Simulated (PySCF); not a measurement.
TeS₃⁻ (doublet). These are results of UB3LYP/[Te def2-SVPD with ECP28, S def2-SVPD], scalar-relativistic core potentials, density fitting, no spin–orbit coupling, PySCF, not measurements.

Harmonic bands of its minimum:

```tsv
ω (cm⁻¹)	IR (km/mol, summed over degenerate members)	degeneracy
129	4.0	2
136	6.9	1
354	102	2
357	1.2	1
```

**Question.** The central atom is Te. Infer the point group and assign the bands.

**Answer.** C3v. The modes span 2e + 2a1: 129 e, 136 a1, 354 e, 357 a1. The computed geometry has Te–S 2.349 Å (×3); S–Te–S 112.9° (×3).

This need not be the most stable arrangement of these atoms. Spin–orbit coupling, left out here, can matter for elements this heavy.
